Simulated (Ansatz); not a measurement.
Start from `C[CH2][SnH3]` and change one atom or group to get `C[CH](Cl)[SnH3]`.

Ansatz, PBE0-D4/def2-TZVP geometries, multiplicity 1. 

Elements past krypton have def2 core potentials.

```tsv
property	`C[CH2][SnH3]`
LUMO energy (ωB97M-V/def2-TZVPP) / eV	1.63
HOMO–LUMO gap (B3LYP/def2-TZVPP) / eV	7.71
LUMO energy (PBE0/def2-TZVPP) / eV	0.34
HOMO–LUMO gap (ωB97M-V/def2-TZVPP) / eV	11.60
LUMO energy (B3LYP/def2-TZVPP) / eV	0.08
LUMO energy (PBE/def2-TZVPP) / eV	-0.39
```

Problem. What does the change do to each property? (Estimate.)

Solution. Computed: 
```json
{"property": "LUMO energy (ωB97M-V/def2-TZVPP) / eV", "`C[CH](Cl)[SnH3]`": "1.33", "shift": "-0.30"}
{"property": "HOMO–LUMO gap (B3LYP/def2-TZVPP) / eV", "`C[CH](Cl)[SnH3]`": "6.96", "shift": "-0.75"}
{"property": "LUMO energy (PBE0/def2-TZVPP) / eV", "`C[CH](Cl)[SnH3]`": "-0.11", "shift": "-0.45"}
{"property": "HOMO–LUMO gap (ωB97M-V/def2-TZVPP) / eV", "`C[CH](Cl)[SnH3]`": "11.01", "shift": "-0.59"}
{"property": "LUMO energy (B3LYP/def2-TZVPP) / eV", "`C[CH](Cl)[SnH3]`": "-0.36", "shift": "-0.44"}
{"property": "LUMO energy (PBE/def2-TZVPP) / eV", "`C[CH](Cl)[SnH3]`": "-0.93", "shift": "-0.54"}
```

With PBE0 the HOMO rises by 0.30 eV and the LUMO falls by 0.45 eV, so the gap narrows by about 0.75 eV. PBE moves the HOMO by 0.35 eV and ωB97M-V by 0.29 eV.

B3LYP here is the variant with VWN-RPA as its local correlation; programs differ in this.
